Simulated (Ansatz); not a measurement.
Reactions of CH6BClSi (`C[SiH2]BCl`).

Computed with Ansatz on PBE0-D4/def2-TZVP structures; ΔE is electronic, products minus reactants. CCSD(T)/CBS adds triple-zeta CCSD(T) − MP2 to the extrapolated MP2 energy (def2 sets, frozen cores). This one scheme is used for every species. DFT in def2-TZVPP. Elements past krypton have def2 core potentials. For As, Te outer-core shells are correlated without core-valence functions, which leaves a few kJ/mol of doubt a bond. Scalar relativity is left out up to krypton. One conformer a species, not always the lowest.

```
                                                     reaction  CCSD(T)/CBS(def2) (kJ/mol)
           `C[SiH2]BCl` + `O[AsH2]` → `C[SiH2][AsH]O` + `BCl`                           ?
                 `C[SiH2]BCl` + H₂Te → `ClB[TeH]` + `C[SiH3]`                         -85
                       `C[SiH2]BCl` + H₂S → `C[SiH2]BS` + HCl                         -10
                   `C[SiH2]BCl` + CH₃OH → `COBCl` + `C[SiH3]`                           ?
                  `C[SiH2]BCl` + `C=N` → `C[SiH2]C=N` + `BCl`                          -7
                  `C[SiH2]BCl` + `CBN` → `CBN[SiH2]C` + `BCl`                         -63
   `C[SiH2]BCl` + `O[SiH](O)F` → `C[Si](O)(O)F` + `[SiH3]BCl`                         -12
  `C[SiH2]BCl` + `N[SiH](S)Cl` → `CS[SiH](N)Cl` + `[SiH3]BCl`                           ?
                   `C[SiH2]BCl` + CH₃SH → `CSBCl` + `C[SiH3]`                        -110
`C[SiH2]BCl` + `S[SiH](Cl)Cl` → `C[SiH2]S[SiH](Cl)Cl` + `BCl`                         -92
```

Fill in the missing values. (Estimate.)

The calculation gave: `C[SiH2]BCl` + `O[AsH2]` → `C[SiH2][AsH]O` + `BCl`: -45.7 kJ/mol; `C[SiH2]BCl` + CH₃OH → `COBCl` + `C[SiH3]`: -166.0 kJ/mol; `C[SiH2]BCl` + `N[SiH](S)Cl` → `CS[SiH](N)Cl` + `[SiH3]BCl`: +54.5 kJ/mol.

Largest T1 diagnostic: 0.014, for `C[SiH2]BS`.
